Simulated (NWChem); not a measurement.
All runs are NWChem calculations. System: CH$_{2}$Cl$_{3}$FSi, charge 0, spin multiplicity 1, at a geometry optimised with B3LYP/def2-SVP. The structure started from a generated list of species. Level: MP2/def2-SVP, 22 core orbitals frozen.

Part of the output:

```
             Northwest Computational Chemistry Package (NWChem) 7.3.0
             --------------------------------------------------------

                                NWChem Input Module
                                -------------------

 Scaling coordinates for geometry "geometry" by  1.889725989
 (inverse scale =  0.529177249)

 Turning off AUTOSYM since
 SYMMETRY directive was detected!

                             Geometry "geometry" -> ""
                             -------------------------

 Output coordinates in angstroms (scale by  1.889725989 to convert to a.u.)

  No.       Tag          Charge          X              Y              Z
 ---- ---------------- ---------- -------------- -------------- --------------
    1 F                    9.0000     2.34072600     1.18806200     0.00000000
    2 C                    6.0000     1.86180800    -0.10776800     0.00000000
    3 Si                  14.0000    -0.02903700    -0.11451100     0.00000000
    4 Cl                  17.0000    -0.75152800     0.83391900     1.67723100
    5 Cl                  17.0000    -0.75152800     0.83391900    -1.67723100
    6 Cl                  17.0000    -0.63213600    -2.08887700     0.00000000
    7 H                    1.0000     2.23369200    -0.64257500     0.89302200
    8 H                    1.0000     2.23369200    -0.64257500    -0.89302200

 Effective nuclear repulsion energy (a.u.)     534.4730552250

            Nuclear Dipole moment (a.u.)
            ----------------------------
        X                 Y               Z
 ---------------- ---------------- ----------------
    -0.0000302356    -0.0000321253     0.0000000000

      Symmetry information
      --------------------

 Group name             Cs
 Group number              2
 Group order               2
 No. of unique centers     6

      Symmetry unique atoms

     1    2    3    4    6    7


 Summary of "ao basis" -> "" (spherical)
 ------------------------------------------------------------------------------
       Tag                 Description            Shells   Functions and Types
 ---------------- ------------------------------  ------  ---------------------
 *                          def2-svp                  on all atoms

 Summary of "ao basis" -> "ao basis" (spherical)
 ------------------------------------------------------------------------------
       Tag                 Description            Shells   Functions and Types
 ---------------- ------------------------------  ------  ---------------------
 F                          def2-svp                 6       14   3s2p1d
 C                          def2-svp                 6       14   3s2p1d
 Si                         def2-svp                 8       18   4s3p1d
 Cl                         def2-svp                 8       18   4s3p1d
 H                          def2-svp                 3        5   2s1p

                                 NWChem SCF Module
                                 -----------------

  ao basis        = "ao basis"
  functions       =   110
  atoms           =     8
  closed shells   =    41
  open shells     =     0
  charge          =   0.00
  wavefunction    = RHF
  use symmetry    = T
  symmetry adapt  = T

 Summary of "ao basis" -> "ao basis" (spherical)
 ------------------------------------------------------------------------------
       Tag                 Description            Shells   Functions and Types
 ---------------- ------------------------------  ------  ---------------------
 F                          def2-svp                 6       14   3s2p1d
 C                          def2-svp                 6       14   3s2p1d
 Si                         def2-svp                 8       18   4s3p1d
 Cl                         def2-svp                 8       18   4s3p1d
 H                          def2-svp                 3        5   2s1p

      Symmetry analysis of basis
      --------------------------

        a'         69
        a"         41

 Forming initial guess at       0.1s

      Superposition of Atomic Density Guess
      -------------------------------------

 Sum of atomic energies:       -1804.62498184

      Non-variational initial energy
[...]
    56     -0.160170  4 Cl pz                74     -0.160170  5 Cl pz

 Vector   41  Occ=2.000000D+00  E=-4.636960D-01  Symmetry=a'
              MO Center=  4.3D-01,  2.1D-02,  1.1D-13, r^2= 4.6D+00
   Bfn.  Coefficient  Atom+Function         Bfn.  Coefficient  Atom+Function
  ----- ------------  ---------------      ----- ------------  ---------------
    18      0.325761  2 C  px                57      0.281814  4 Cl px
    75      0.281814  5 Cl px                93      0.247865  6 Cl px
     4      0.211561  1 F  px                17     -0.209812  2 C  s
    54      0.202608  4 Cl px                72      0.202608  5 Cl px
    36     -0.200934  3 Si px                21      0.191866  2 C  px

 Vector   42  Occ=0.000000D+00  E= 1.526299D-01  Symmetry=a'
              MO Center= -7.9D-02,  2.1D-01,  2.8D-13, r^2= 4.4D+00
   Bfn.  Coefficient  Atom+Function         Bfn.  Coefficient  Atom+Function
  ----- ------------  ---------------      ----- ------------  ---------------
    31      0.690288  3 Si s                 32      0.674269  3 Si s
    40      0.499042  3 Si py                59      0.491039  4 Cl pz
    77     -0.491039  5 Cl pz                39     -0.447583  3 Si px
    17     -0.445207  2 C  s                 50     -0.400179  4 Cl s
    68     -0.400179  5 Cl s                102      0.386826  7 H  s

 Vector   43  Occ=0.000000D+00  E= 1.577662D-01  Symmetry=a'
              MO Center=  8.3D-02, -2.4D-01, -2.2D-12, r^2= 4.0D+00
   Bfn.  Coefficient  Atom+Function         Bfn.  Coefficient  Atom+Function
  ----- ------------  ---------------      ----- ------------  ---------------
    40      0.877207  3 Si py                86      0.581334  6 Cl s
    94      0.583462  6 Cl py                39      0.484458  3 Si px
    31     -0.329728  3 Si s                 32     -0.320986  3 Si s
     3     -0.275746  1 F  s                 22      0.262836  2 C  py
    37      0.250121  3 Si py                58     -0.238986  4 Cl py

 Vector   44  Occ=0.000000D+00  E= 1.709402D-01  Symmetry=a'
              MO Center=  1.6D+00, -8.2D-01,  1.9D-12, r^2= 5.1D+00
   Bfn.  Coefficient  Atom+Function         Bfn.  Coefficient  Atom+Function
  ----- ------------  ---------------      ----- ------------  ---------------
    17      2.635330  2 C  s                102     -1.247960  7 H  s
   107     -1.247960  8 H  s                 32     -1.125371  3 Si s
    39     -0.777988  3 Si px                22     -0.534374  2 C  py
    40      0.417101  3 Si py                31      0.389497  3 Si s
    86      0.290919  6 Cl s                 93      0.218377  6 Cl px

 center of mass
 --------------
 x =  -0.04742598 y =   0.02341904 z =   0.00000000

 moments of inertia (a.u.)
 ------------------
        1527.337147449704        -178.627695414895           0.000000000000
        -178.627695414895        1455.163660512003           0.000000000000
           0.000000000000           0.000000000000        1565.863389155540

  Mulliken analysis of the total density
  --------------------------------------

    Atom       Charge   Shell Charges
 -----------   ------   -------------------------------------------------------
    1 F    9     9.38   1.99  1.12  0.83  3.33  2.10  0.01
    2 C    6     5.93   1.99  0.88  0.26  1.94  0.80  0.07
    3 Si  14    12.93   2.00  1.99  1.00 -0.17  5.94  1.13  0.61  0.43
    4 Cl  17    17.30   2.00  1.99  1.21  0.76  5.94  2.10  3.28  0.02
    5 Cl  17    17.30   2.00  1.99  1.21  0.76  5.94  2.10  3.28  0.02
    6 Cl  17    17.31   2.00  1.99  1.20  0.76  5.94  2.10  3.30  0.02
    7 H    1     0.93   0.75  0.15  0.03
    8 H    1     0.93   0.75  0.15  0.03

       Multipole analysis of the density wrt the origin
       ------------------------------------------------

     L   x y z        total         open         nuclear
     -   - - -        -----         ----         -------
     0   0 0 0     -0.000000      0.000000     82.000000

     1   1 0 0      0.341295      0.000000     -0.000030
     1   0 1 0     -0.669656      0.000000     -0.000032
     1   0 0 1     -0.000000      0.000000      0.000000

     2   2 0 0    -46.828869      0.000000    378.874425
     2   1 1 0     -3.547892      0.000000     79.062920
     2   1 0 1      0.000000      0.000000      0.000000
     2   0 2 0    -48.579217      0.000000    398.547637
     2   0 1 1     -0.000000      0.000000      0.000000
     2   0 0 2    -46.553831      0.000000    347.252103

                   NWChem MP2 Semi-direct Energy/Gradient Module
                   ---------------------------------------------

  Basis functions       =    110
  Molecular orbitals    =    110
  Frozen core           =     22
  Frozen virtuals       =      0
  Active alpha occupied =     19
  Active beta occupied  =     19
  Active alpha virtual  =     69
  Active beta virtual   =     69
  Use MO symmetry       = T
  Use skeleton AO sym   = T

  AO/Fock/Back tols     =   1.0D-09  1.0D-09  1.0D-09

 GA uses MA = F    GA memory limited = T

 Available:
  local mem=  1.15D+08
 global mem=  1.31D+08
 local disk=  0.00D+00
  mp2_memr nvloc                    69
  nvloc new                    69
   1 passes of  19:        3145728                      58114                  24514177.
   1 passes of  19: M    114683677           G      131047800           F     111537949.

 Semi-direct pass number   1 of   1  for RHF alpha+beta  at        3.3s
  vrange nnbf                  5495
  mp2_eaftype                    93  avail_ma_in_mb                   999
 EAF : mp2_eaftype filesize          93   12257088.
  mp2_eaf for mointskh                     93
Node 0 wrote     57.6 Mb in      0.0 s     Agg I/O rate:  1659.3 Mb/s
 Done moints_semi at        8.4s
  mp2_eaftype                    93  avail_ma_in_mb                   906
 EAF : mp2_eaftype filesize          93   12257088.
  mp2_eaf for kh                    93
 Done maket at        8.8s
 Done multipass loop at        8.8s

          -------------------------------------------
          SCF energy               -1805.416570886033
          Correlation energy          -0.804955553256
          Singlet pairs               -0.485235628098
          Triplet pairs               -0.319719925158
          Total MP2 energy         -1806.221526439288
          -------------------------------------------

          ---------------------------------------------------
                    Spin Component Scaled (SCS) MP2
          Same spin pairs                     -0.213146616772
          Same spin scaling factor             0.333333333333
          Opposite spin pairs                 -0.591808936484
          Opposite spin scaling fact.          1.200000000000
          SCS-MP2 correlation energy          -0.781219596038
          Total SCS-MP2 energy             -1806.197790482071
          ---------------------------------------------------

 -----------------------
 Performance information
 -----------------------

 Timer overhead =  2.50D-07 seconds/call

               Nr. of calls         CPU time (s)                 Wall time (s)                GFlops
             ---------------    -------------------     ------------------------------   -------------------
Name         Min   Avg   Max    Min     Avg     Max     Min     Avg     Max   Mx/calls   Min     Max     Sum
mp2: moin     1     1     1    5.1     5.1     5.1      5.1     5.1     5.1     5.1      0.0     0.0     0.0
mp2: make     1     1     1   0.37    0.37    0.37     0.37    0.37    0.37    0.37      0.0     0.0     0.0
mp2: tota     1     1     1    5.5     5.5     5.5      5.5     5.5     5.5     5.5      0.0     0.0     0.0

 The average no. of pstat calls per process was 3.00D+00
 with a timing overhead of 7.51D-07s

 Task  times  cpu:        8.7s     wall:        8.7s

 Total times  cpu:        8.8s     wall:        8.8s
```

Question: Write an NWChem input that would produce this output.

Answer: Several could match; the one computed here: 
```
start mol
memory heap 200 mb stack 800 mb global 1000 mb
geometry units angstroms nocenter noautoz
  F      2.340726     1.188062     0.000000
  C      1.861808    -0.107768     0.000000
  Si    -0.029037    -0.114511     0.000000
  Cl    -0.751528     0.833919     1.677231
  Cl    -0.751528     0.833919    -1.677231
  Cl    -0.632136    -2.088877     0.000000
  H      2.233692    -0.642575     0.893022
  H      2.233692    -0.642575    -0.893022
  symmetry group Cs
end
basis spherical
  * library def2-svp
end
scf
  rhf
  nopen 0
  maxiter 100
  thresh 1e-7
  semidirect memsize 60000000 filesize 0
end
mp2
  freeze core 22
end
task mp2 energy
```
